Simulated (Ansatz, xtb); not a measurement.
**Relative energy of two structures of GaGeH5N**

Structure I: a doublet given by its coordinates. Structure II: `[NH2][GaH][GeH2]`, a doublet. Both are isolated molecules in the gas phase, relaxed with B3LYP-D3(BJ)/def2-SVP; the shapes shown needn't be the lowest conformers.

I (Å):

```yaml
atoms:
  - { symbol: Ga, position_ang: [0.6248, -1.1809, -0.5773] }
  - { symbol: Ge, position_ang: [1.3138, -2.9857, 1.2777] }
  - { symbol: N, position_ang: [0.0952, -1.2891, 1.3624] }
  - { symbol: H, position_ang: [-0.8925, -1.4936, 1.5179] }
  - { symbol: H, position_ang: [0.3874, -0.5468, 1.9974] }
  - { symbol: H, position_ang: [1.7604, -0.1356, -0.8085] }
  - { symbol: H, position_ang: [-0.5500, -1.6541, -1.4894] }
  - { symbol: H, position_ang: [2.4905, -2.1861, 2.0052] }
```

Close contacts (Å): Ga1–Ge2 2.68, Ga1–N3 2.01, Ge2–N3 2.09, Ga1–H6 1.56, Ga1–H7 1.56, Ge2–H8 1.60, N3–H4 1.02, N3–H5 1.02.

II (Å):

```tsv
atom	x (Å)	y (Å)	z (Å)
Ga	0.2162	-1.5335	0.0352
Ge	2.5828	-1.1936	0.3835
N	-0.8666	-1.3011	1.4831
H	-1.8771	-1.3939	1.4524
H	-0.5357	-1.1426	2.4291
H	-0.4686	-1.7806	-1.3518
H	3.1653	-1.3896	1.8072
H	3.5812	-1.8037	-0.6311
```

Energies in hartree; the thermal terms are from B3LYP-D3(BJ)/def2-SVP harmonic frequencies (ideal gas, rigid rotor, one conformer each, 298.15 K, 1 atm) and include the zero-point energy:

```
                               I            II
E, CCSD(T)/def2-SVP  −4056.049822  −4056.058170
    E, MP2/def2-SVP  −4056.012201  −4056.023599
  E, MP2/def2-TZVPP  −4056.674770  −4056.687890
  zero-point energy      0.047030      0.045882
       H(298 K) − E      0.053970      0.053696
       G(298 K) − E      0.015999      0.013883
```

**Question.** Correct the CCSD(T) difference for the basis set by the MP2 change, then work out ΔE, ΔE₀, ΔH and ΔG for I → II in kJ/mol (1 Eh = 2625.50 kJ/mol) and the equilibrium ratio [II]/[I].

**Answer.** 1. Differences II − I: CCSD(T) −0.008348, MP2 in the small set −0.011398, MP2 in the large set −0.013120 Eh.
2. ΔE = −0.008348 + (−0.013120 − (−0.011398)) = −0.010070 Eh = −26.44 kJ/mol.
3. ΔE₀ = ΔE + ΔZPE = −0.010070 + (−0.001148) Eh = −29.45 kJ/mol.
4. ΔH = ΔE + (−0.000274) Eh = −27.16 kJ/mol.
5. ΔG = ΔE + (−0.002116) Eh = −31.99 kJ/mol, so ΔS = (ΔH − ΔG)/T = +16.2 J/(mol K).
6. kT = 0.9442 mEh, so K = [II]/[I] = exp(−ΔG/kT) = exp(+12.91) ≈ 4.0 × 10^5.

Structure II is favoured at this temperature. An error of 4 kJ/mol in ΔG would change K by a factor of 5. GFN2-xTB, HF/STO-3G, r2SCAN-D4/def2-SVP gave ΔE the other sign. Mirror images and further conformers aren't counted.

Other levels gave ΔE = +11.0 (GFN2-xTB); +192.7 (HF/STO-3G, GFN2-xTB geometries); +35.0 (r2SCAN-D4/def2-SVP, GFN2-xTB geometries); −6.7 (B3LYP-D3(BJ)/def2-SVP); −36.7 (HF/def2-SVP); −29.9 (MP2/def2-SVP); −21.9 (CCSD(T)/def2-SVP) kJ/mol. Open shells are spin-unrestricted. The correlated steps freeze 19 core orbitals; the filled d shell of Ga and Ge is correlated, in a basis made for valence electrons. Programs: Ansatz 0.2.0, xtb 6.7.1.
